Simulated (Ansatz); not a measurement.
Consider the formal exchange of groups at a B–Al bond: `[BH2][AlH][BH]O` + `C=CF` → `C=C(F)BO` + `[BH2][AlH2]`.

Computed with Ansatz on PBE0-D4/def2-TZVP structures; ΔE is electronic, products minus reactants. CBS: MP2 limit from def2 TZ/QZ plus the TZ coupled-cluster correction, frozen cores. This one scheme is used for every species. Functionals use def2-TZVPP. B3LYP here is the variant with VWN-RPA as its local correlation; programs differ in this. One conformer a species, not always the lowest.

```tsv
level	ΔE (kcal/mol)	difference from CCSD(T)/CBS
PBE-D4	-14.1	2.0
B3LYP-D4	-16.5	-0.4
PBE0	-14.7	1.4
r2SCAN0	-16.5	-0.4
BHLYP	-17.1	-1.0
RPA@PBE/def2-TZVPP	-15.8	0.3
HF/def2-TZVPP	-17.5	-1.4
MP2/def2-TZVPP	-17.3	-1.2
SCS-MP2/def2-TZVPP	-17.0	-0.9
CCSD/def2-TZVPP	-15.9	0.2
CCSD(T)/CBS	-16.1	0
```

(1) What do rigid-rotor, harmonic-oscillator terms from PBE0-D4/def2-TZVP frequencies (298.15 K, 1 bar) make of the CCSD(T)/CBS value? (An estimate is asked.)

Largest T1 diagnostic among the species: 0.014.

## Answers

(1) The calculation gave: ΔZPE = -1.6 kcal/mol, ΔH = -18.0 kcal/mol, ΔS = -25 J/(mol·K), ΔG = -16.2 kcal/mol.

Leaving LDA and LC-ωPBE aside and taking each functional with its dispersion term where it has one, the values, not all of them listed here, spread over 5.6 kcal/mol, from B97M-V to PBE-D4. LDA lies −2.2 kcal/mol from PBE without D4. From BLYP to BHLYP (50 % exact exchange), in def2-TZVPP and without D4, ΔE moves by −2.1 kcal/mol.
